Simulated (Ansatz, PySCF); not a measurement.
Si(F)2(Cl)(Me) (CH3ClF2Si), SMILES C[Si](F)(F)Cl.

Coordinates come from a PBE0-D3(BJ)/def2-SVP optimisation.

Vertical ionisation energy (IE) and electron affinity (EA) in eV. Rows of orbital energies are one-electron estimates. Where ΔSCF, EOM or ADC give a negative EA the extra electron is unbound and the value depends on the basis.

```json
[
 {"level": "−ε(HOMO), −ε(LUMO), PBE0/def2-TZVP (PySCF)", "IE": "9.68", "EA": "-0.76"},
 {"level": "−ε(HOMO), −ε(LUMO), PBE/def2-TZVP (PySCF)", "IE": "8.23", "EA": "0.16"},
 {"level": "ΔSCF, CAM-B3LYP/def2-SVPD (Ansatz), final states of multiplicity 2 and 2", "IE": "12.32", "EA": "-1.31"},
 {"level": "ΔSCF, PBE/def2-SVPD (Ansatz), final states of multiplicity 2 and 2", "IE": "11.67", "EA": "-1.04"}
]
```

What vertical singlet–triplet gap does ΔSCF give with CAM-B3LYP/def2-SVPD (Ansatz, an electronic-structure program) and with PBE/def2-SVPD (Ansatz)? (The exact figures need the calculation; the answer reports its results.)

8.58 and 7.81 eV (triplet above singlet where positive).
